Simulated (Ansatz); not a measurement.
```yaml
crystal:
  periodic: [false, false, false]
  atoms:
    - {symbol: C, position_ang: [1.088302, 0.907868, 0.495084]}
    - {symbol: C, position_ang: [-0.144298, 0.665826, 0.066107]}
    - {symbol: F, position_ang: [-1.000520, 1.713248, -0.025514]}
    - {symbol: In, position_ang: [-0.889393, -1.275417, -0.494696]}
    - {symbol: H, position_ang: [1.416642, 1.906738, 0.767609]}
    - {symbol: H, position_ang: [1.794857, 0.092288, 0.578757]}
    - {symbol: H, position_ang: [0.246535, -2.561331, -0.362506]}
    - {symbol: H, position_ang: [-2.512135, -1.449230, -1.024840]}
basis:
  gaussian: {orbitals: x2c-TZVPPall}
total_charge: 3
magnetization: {spin_polarized: true, initial_magnetization: 1}
hamiltonian: {xc: {name: r2SCANh}, dispersion: d4}
```

```sh
$ ansatz run in.yaml --threads 2 --pin off --events-out ev --progress --plain --max-ram 4352MiB
```

Shortened log:

```
Functional definition: r2SCANh
1382 factors; their error is unknown
mean field evaluation 1: about -164741.8413 eV, gradient 1.2e2 eV
mean field evaluation 2: about -163654.5383 eV, gradient 3.1e2 eV
mean field evaluation 4: about -164761.5256 eV, gradient 1.4e2 eV
mean field evaluation 8: about -164830.0324 eV, gradient 2.9e1 eV
mean field evaluation 16: about -164841.5136 eV, gradient 1.5e0 eV
mean field evaluation 32: about -164830.2107 eV, gradient 4.5e1 eV
mean field evaluation 64: about -164841.5514 eV, gradient 5.6e-2 eV
mean field -164841.69247498 eV, -6057.8204647431 hartree, gradient 2.3e-5 eV, S^2 1.783059; 4 other end points of the search recorded, 0 dependent functions left out
reference -164841.69248893 eV, -6057.8204652561 hartree; 36, 35 occupied and 173, 174 virtual orbitals, 1382 factors
Total energy: -164841.71447098 eV, -6057.8212730812 hartree
Relativity: scalar
```

In this input the charge is far from anything that the molecule holds. Self-consistency was reached. The result belongs to that input, not to the molecule as meant.
